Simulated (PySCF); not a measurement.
## Tc²⁺ (technetium, charge +2) across methods

[Kr] 4d4 5p1, one real determinant (an excited configuration). Computed with PySCF 2.14 in x2c-TZVPPall (8s6p6d2f1g, 79 functions), with scalar relativity by spin-free X2C-1e. The B2PLYP total includes its PT2 part (frozen core); its orbital energies are those of the SCF part.

```tsv
method	E (hartree)	mean ε 4p β (eV)	mean ε 4d α (eV)	mean ε 5p α (eV)	Σ⟨r²⟩ (bohr²)	⟨S²⟩
UHF	-4281.90718	-73.296	-34.712	-17.668	38.90	8.753
PBE	-4283.65	-64.627	-28.003	-15.813	38.18	8.751
BHandHLYP	-4284.05	-69.574	-31.437	-16.727	38.38	8.751
B2PLYP	-4283.51	-69.517	-31.507	-16.756	38.47	8.751
r2SCAN0	-4284.04	-67.695	-30.215	-16.407	38.17	8.751
LDA	-4279.13	-64.925	-28.026	-15.928	38.06	8.750
B97-3	-4283.74	-67.497	-29.759	-16.276	38.19	8.751
PBE0	-4283.73	-67.168	-29.886	-16.391	38.22	8.751
```

Estimate the same row for r2SCAN.

E (hartree) = -4284.05; mean ε 4p β (eV) = -65.410; mean ε 4d α (eV) = -28.457; mean ε 5p α (eV) = -15.840; Σ⟨r²⟩ (bohr²) = 38.11; ⟨S²⟩ = 8.751.

⟨L²⟩ = 8.02 against 12 for a pure F term, so this real determinant mixes terms.
